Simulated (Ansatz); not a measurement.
Species: SnIF, charge 0, singlet. SnIF (SMILES [F][Sn][I]).
B3LYP-D3(BJ)/def2-TZVP minimum from Ansatz (a quantum-chemistry and plane-wave program):
```xyz
3

Sn     0.6771    -0.5555     0.9479
F      1.7357    -1.5691    -0.3454
I     -0.9336     0.7905    -0.8355
```
Charge 0, spin multiplicity 1.

Property: atomisation energy (electronic, to ground-state atoms), in kcal/mol. UHF or UKS for unpaired electrons; spin-orbit terms are left out. Correlated methods leave the cores frozen (noble-gas shells, and filled d and f shells in the p block). Past Kr the def2 sets carry scalar-relativistic core potentials. CBS(X,Y): correlation extrapolated as X^-3, Hartree-Fock from the larger set. A bracket is a step between two methods taken in the basis named. Spin-orbit terms, left out, reach several kcal/mol for Br and I, and more for heavier atoms.

CCSD(T)/CBS(def2-TZVPP,def2-QZVPP) + [CCSDT(Q) - CCSD(T)]/def2-TZVPP (Ansatz) gives 192.5 kcal/mol.

Q: How far off this value is PBE/def2-TZVPD (Ansatz), in which direction, and how far these levels: r2SCAN/def2-TZVPD, B3LYP/def2-TZVPD, PBE0/def2-TZVPD, wB97M-V/def2-TZVPD, B2PLYP/def2-TZVPD, CCSD(T)/CBS(def2-TZVPP,def2-QZVPP)?

A: PBE gives 199.0 kcal/mol, 6.5 kcal/mol above it. Differences of the others: r2SCAN/def2-TZVPD (Ansatz) -0.2; B3LYP/def2-TZVPD (Ansatz) -5.1; PBE0/def2-TZVPD (Ansatz) -5.4; wB97M-V/def2-TZVPD (Ansatz) -5.5; B2PLYP/def2-TZVPD (Ansatz) -4.4; CCSD(T)/CBS(def2-TZVPP,def2-QZVPP) (Ansatz) -0.3 kcal/mol.
